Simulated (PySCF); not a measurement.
# Excitation energy of Si by level of theory

Si [Ne] 3s2 3p2 (3P) → Si [Ne] 3s2 3p1 4s1 (3P), as a difference of total energies. All numbers are calculated (PySCF 2.14, scalar relativity by spin-free X2C-1e, in aug-cc-pVDZ-DK). Correlated levels: valence: [Ne] frozen. The calculations carry no spin-orbit coupling.

| method | excitation energy (cm⁻¹) |
| --- | --- |
| UHF | 39569 |
| MP2 (valence) | 40336 |
| SCS-MP2 (valence) | 40084 |
| CCSD (valence) | 40328 |
| CCSD(T) (valence) | 40314 |
| CCSDT (valence) | 40293 |
| FCI (valence) | 40297 |

The promoted electron is Rydberg-like, and one or two diffuse shells describe it only roughly, which tends to raise the upper state.
